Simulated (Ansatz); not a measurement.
(Cl2Al-mu-PSiH3)2 (Al2Si4P2H12Cl4), relaxed as a singlet with RKS PBE-D4/def2-SVP in Ansatz, starting from the GFN2-xTB geometry. Force threshold 0.03 eV/Å.

Start:

Cartesian coordinates in Å:
```
Al 0.7034 -1.0341 -1.1832
Cl -0.0008 -0.8534 -3.0923
Cl 2.1702 -2.3409 -0.6284
P -1.1994 -1.2521 0.3699
Si -1.1697 -3.0185 1.7562
Si -3.2088 -1.1446 -0.6247
Al -0.4701 0.8644 1.4037
Cl -1.9352 2.2681 1.1661
Cl 0.4260 0.4415 3.1886
P 1.2675 1.2011 -0.3105
Si 0.8130 2.8771 -1.7336
Si 3.3774 1.4239 0.4223
H -2.1250 -2.7454 2.8320
H 0.1899 -3.1785 2.2637
H -1.6027 -4.1787 0.9742
H -4.2037 -0.8946 0.4195
H -3.1738 -0.0659 -1.6094
H -3.4434 -2.4475 -1.2505
H 1.0213 4.1300 -1.0051
H -0.5699 2.7343 -2.1825
H 1.7585 2.7732 -2.8464
H 4.2629 1.2167 -0.7256
H 3.6026 0.4315 1.4692
H 3.5098 2.7924 0.9268
```

Task: Estimate the energy that the relaxation releases and the steps that it takes.

Result: 50.8 kJ/mol, in 9 steps; 51 s on 4 threads of Arm Neoverse V2 on a shared host. The force fell under the threshold at step 4, but the optimiser went on and released 0.010 eV more. No frequencies were taken in this run, so the end may be a saddle point.

Task: Does the start keep its bonding?

Result: By distances, no bond broke or formed. The bond that changes most is Al1–Cl3, from 2.04 to 2.13 Å (atoms count from 1).

Task: Predict the relaxed structure.

Result: 
```xyz
24

Al    0.653   -1.020   -1.205
Cl   -0.100   -0.845   -3.195
Cl    2.184   -2.429   -0.731
P    -1.163   -1.193    0.372
Si   -1.020   -2.954    1.779
Si   -3.186   -1.053   -0.626
Al   -0.493    0.903    1.360
Cl   -2.018    2.375    1.095
Cl    0.387    0.569    3.275
P     1.219    1.151   -0.320
Si    0.757    2.817   -1.777
Si    3.320    1.284    0.498
H    -2.054   -2.794    2.855
H     0.365   -2.930    2.347
H    -1.268   -4.215    1.001
H    -4.242   -0.922    0.435
H    -3.140    0.165   -1.496
H    -3.413   -2.293   -1.439
H     0.884    4.132   -1.067
H    -0.646    2.587   -2.245
H     1.729    2.743   -2.919
H     4.288    1.177   -0.645
H     3.475    0.141    1.451
H     3.483    2.603    1.197
```
Bond lengths (bridged metal pairs left out): 4 × P–Si 2.26 Å; 4 × Al–Cl 2.13 to 2.14 Å; 4 × Al–P 2.41 Å; 12 × H–Si 1.50 Å.
